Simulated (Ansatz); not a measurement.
The cluster Sr3Se3⁻. Total charge -1; doublet. Geometry B3LYP-D4/def2-SVPD; atoms count from 1.

```
atom   x (Å)   y (Å)   z (Å)
 Sr1   1.917  -0.534  -2.193
 Sr2  -1.280   1.268  -0.405
 Sr3   0.303  -0.997   1.522
 Se4  -0.674  -1.586  -1.311
 Se5  -2.000   0.554   2.294
 Se6   1.733   1.295   0.092
```

In the def2 sets Sr takes a core potential; there is no spin–orbit coupling. The structure comes from a short search, and lower isomers may exist.

Question: Estimate the Mulliken populations from the PBE0/def2-TZVPD orbitals of Ansatz.

Answer: 
| atom | charge (e) | spin (α − β) |
| --- | --- | --- |
| Sr1 | 0.98 | 0.67 |
| Sr2 | 1.09 | 0.14 |
| Sr3 | 1.09 | 0.14 |
| Se4 | -1.47 | 0.02 |
| Se5 | -1.22 | 0.00 |
| Se6 | -1.47 | 0.02 |
Mulliken values and Mayer orders depend strongly on the basis. With diffuse functions, as here, like atoms can get unlike values, and bond orders can come out too low or too high.

Question: Where does the spin sit?

Answer: Summed by element: Sr 0.95, Se 0.05, of 1 unpaired in all. Largest on single atoms: Sr1 0.67, Sr3 0.14, Sr2 0.14.

Question: And the Mayer bond orders between bonded heavy atoms (over 0.3)?

Answer: Sr1–Se4 0.31 (2.93 Å); Sr1–Se6 0.31 (2.93 Å); Sr2–Se4 0.35 (3.05 Å); Sr2–Se5 0.58 (2.88 Å); Sr2–Se6 0.35 (3.05 Å); Sr3–Se4 0.35 (3.05 Å); Sr3–Se5 0.58 (2.88 Å); Sr3–Se6 0.35 (3.06 Å).
